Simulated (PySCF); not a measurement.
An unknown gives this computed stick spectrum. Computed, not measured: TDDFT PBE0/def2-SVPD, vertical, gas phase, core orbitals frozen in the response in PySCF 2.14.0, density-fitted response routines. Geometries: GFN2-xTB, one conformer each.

```
state  ν̃ (cm⁻¹)       f  main configurations (H = HOMO, L = LUMO)
   S1      27130  0.0035                                 H→L (97%)
   S2      30310  0.0002                               H→L+1 (98%)
   S3      37380   0.055                               H-1→L (96%)
   S4      40700  0.0005                             H-1→L+1 (96%)
   S5      45740  0.0065                  H-2→L (83%), H-5→L (11%)
   S6      47440  0.0022                   H-5→L (83%), H-2→L (9%)
```

Triplets computed (Tamm–Dancoff): 2.61, 3.38 eV.

Orbital energies (eV): HOMO-3 -8.99, HOMO-2 -8.76, HOMO-1 -7.56, HOMO -6.90, LUMO -1.89, LUMO+1 -1.46, LUMO+2 0.09.

Question: Which structure fits?
A. `C[S@@](=O)c1ccnnc1`
B. `N#C[C@@]1([C@H](O1)C(F)F)F`
C. `COc1ccc[n+]([S-])n1`
D. `CO[C@@H]1[C@@H]([SiH3])[C@@H]1C#N`

Answer: A. Its S1 lies at 3.36 eV; the nearest of the others has S1 at 2.43 eV. S1 is HOMO→LUMO (97%). Löwdin shares by element: HOMO nitrogen 72%, carbon 14% or more; LUMO carbon 38% or more, nitrogen 36% (atoms not listed hold the other 25%). At the same level the other candidates give, for their lowest levels:
- `COc1ccc[n+]([S-])n1`: 2.43 eV (f 0.000); 3.41 eV (f 0.280); 3.91 eV (f 0.039); 4.03 eV (f 0.000); 4.85 eV (f 0.002); T1 1.65 eV; HOMO -6.01, LUMO -2.36 eV
- `CO[C@@H]1[C@@H]([SiH3])[C@@H]1C#N`: 6.55 eV (f 0.004); 7.01 eV (f 0.114); 7.23 eV (f 0.002); 7.50 eV (f 0.004); 7.56 eV (f 0.007); T1 5.91 eV; HOMO -7.75, LUMO 0.02 eV
- `N#C[C@@]1(F)O[C@@H]1C(F)F`: 7.23 eV (f 0.002); 7.55 eV (f 0.007); 7.64 eV (f 0.050); 7.98 eV (f 0.004); 8.09 eV (f 0.037); T1 6.02 eV; HOMO -10.03, LUMO -0.97 eV

Shape of the structure used: `[CH3:1][S@@:2](=[O:3])[c:4]1[cH:5][cH:6][n:7][n:8][cH:9]1`: C1–S2–C4–C5 -107°.
